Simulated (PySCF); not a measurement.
PySCF 2.14 output of an unrestricted wB97X calculation on a single atom or ion in x2c-TZVPPall, with the spin-free X2C one-electron Hamiltonian (Gaussian nucleus):

```
SCF conv_tol = 1e-09
number electrons alpha = 15  beta = 12
    J.-D. Chai and M. Head-Gordon.,  J. Chem. Phys. 128, 084106 (2008)
cycle= 1 E= -1653.45504806053  delta_E= -0.00743  |g|= 0.0676  |ddm|= 0.129
cycle= 2 E= -1653.45513701852  delta_E= -8.9e-05  |g|= 0.0625  |ddm|= 0.0529
cycle= 3 E= -1653.4556557268  delta_E= -0.000519  |g|= 0.00504  |ddm|= 0.0184
cycle= 4 E= -1653.45566058384  delta_E= -4.86e-06  |g|= 0.000215  |ddm|= 0.00655
cycle= 5 E= -1653.45566063431  delta_E= -5.05e-08  |g|= 2.41e-05  |ddm|= 0.001
cycle= 6 E= -1653.45566063472  delta_E= -4.15e-10  |g|= 3.41e-06  |ddm|= 4.07e-05
converged SCF energy = -1653.45566063472  <S^2> = 3.7505138  2S+1 = 4.0002569
```

The run itself started from symmetry-adapted Hartree-Fock orbitals and held the occupation by maximum overlap, on a logarithmic radial grid, so the iterations belong to that start.

Q: Which element, charge and spin multiplicity is this?

A: Cu²⁺ (copper, charge +2), multiplicity 4; the state was [Ar] 3d8 4s1, high-spin 4F determinant (an excited configuration).
